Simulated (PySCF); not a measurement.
Species: C2H9BOSi.
Atom-mapped SMILES: `[CH3:1][BH:2][O:3][CH2:4][SiH3:5]` (hydrogens: H6, H7, H8 on C1; H9 on B2; H10, H11 on C4; H12, H13, H14 on Si5)

The calculation used PBE0-D3(BJ)/def2-SVP geometry optimisation, gas phase (PySCF).

Task: List the bond lengths, angles and torsions at this level.

Result: 
```
                     bond  length (Å)   order
                    C1–B2       1.574  single
                    B2–O3       1.353  single
                    O3–C4       1.413  single
                   C4–Si5       1.903  single
      C1–H6, C1–H7, C1–H8       1.102  single
                    B2–H9       1.213  single
           C4–H10, C4–H11       1.104  single
Si5–H12, Si5–H13, Si5–H14       1.494  single
```

Bonds in one row agree within 0.01 Å and their mean is given. Orders are formal, as drawn. A selection of angles:
```
      angle  degrees
   B2–C1–H6    112.4
   H6–C1–H7    107.6
   H7–C1–H8    106.2
   C1–B2–O3    123.3
   C1–B2–H9    123.1
   O3–B2–H9    113.6
   B2–O3–C4    124.5
  O3–C4–Si5    111.1
  O3–C4–H10    107.9
  O3–C4–H11    112.0
 Si5–C4–H10    108.8
 H10–C4–H11    106.8
 C4–Si5–H12    109.9
H12–Si5–H13    109.2
```

Dihedral angles: C1–B2–O3–C4 1° (synperiplanar); B2–O3–C4–Si5 97° (anticlinal). The mirror-image conformer, all signs reversed, is as good.

Si5 (SiH3 silicon) is tetrahedral (angles from 109.0° to 109.9°). Of the pairs four or more bonds apart, C1···H11 is among the closest relative to their van der Waals radii: 2.63 Å, 91 % of the sum of Bondi's values. B2 (three-coordinate boron) is planar (angles 123.3°, 123.1° and 113.6°, sum 360.0°, 0.00 Å off the plane of its three neighbours). O3 (boron-bound oxygen) is bent (angle 124.5°).

Point group: C1 (no symmetry element, even within 0.4 Å). PBE0-D3(BJ)/def2-SVP frequencies: not computed here. One conformer, not necessarily the lowest.
